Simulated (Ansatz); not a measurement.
Cost and result up the ladder for (HBe-mu-OH)2 (Be₂O₂H₄) (8 atoms). Total charge 0; singlet. Geometry: r2SCAN-D4/def2-TZVP.

```csv
atom,x (Å),y (Å),z (Å)
Be1,-0.6025,0.0525,-0.9448
H2,-1.3182,0.1209,-2.0860
O3,-0.4920,0.9288,0.3651
Be4,0.6008,-0.0538,0.9458
H5,1.3311,-0.1116,2.0784
O6,0.4793,-0.9382,-0.3575
H7,-0.8989,1.7346,0.6699
H8,0.9004,-1.7333,-0.6710
```

Ansatz on 4 threads of Arm Neoverse V2 on a shared host. Times are rough, and most runs start from the orbitals of an earlier one. ωB97X-V/def2-TZVP serves as the yardstick here, not as an exact answer. Differences are given only for rows in sets of like size (and for xTB, whose basis is part of the method), since another set adds its own error. Binding counts from free atoms at the same level (Be singlet, H doublet, O triplet; other spins of the atoms weren't run), without zero-point energy or a counterpoise term.

B3LYP takes the VWN-RPA correlation. Correlated methods freeze 2 core orbitals.

Correlated methods converge slowly with the basis.

```
                         level  functions  wall time  binding energy per atom (eV)  difference from ωB97X-V/def2-TZVP (eV)
                B3LYP-D4/6-31G         44      0.3 s                          3.57                                       –
         LDA (SPW92)/def2-TZVP        124     0.35 s                          4.10                                    0.49
               PBE-D4/def2-SVP         66     0.35 s                          3.67                                       –
              PBE0-D4/def2-SVP         66     0.35 s                          3.59                                       –
                 MP2/def2-TZVP        124      0.4 s                          3.55                                   -0.06
PBE-D4/def2-TZVP (with forces)        124      0.7 s                          3.65                                    0.04
             PBE0-D4/def2-TZVP        124      0.8 s                          3.58                                   -0.03
            BHLYP-D4/def2-TZVP        124      0.8 s                          3.53                                   -0.08
             PBE-D4/def2-TZVPD        160     0.85 s                          3.66                                    0.05
            PBE0-D4/def2-TZVPD        160     0.95 s                          3.59                                   -0.02
             ωB97X-V/def2-TZVP        124        2 s                          3.61                                    0.00
              B97M-V/def2-TZVP        124      2.4 s                          3.62                                    0.01
            CCSD(T)/def2-TZVPP        156       14 s                          3.49                                   -0.13
            CCSD(T)/def2-TZVPD        160       16 s                          3.45                                   -0.16
```
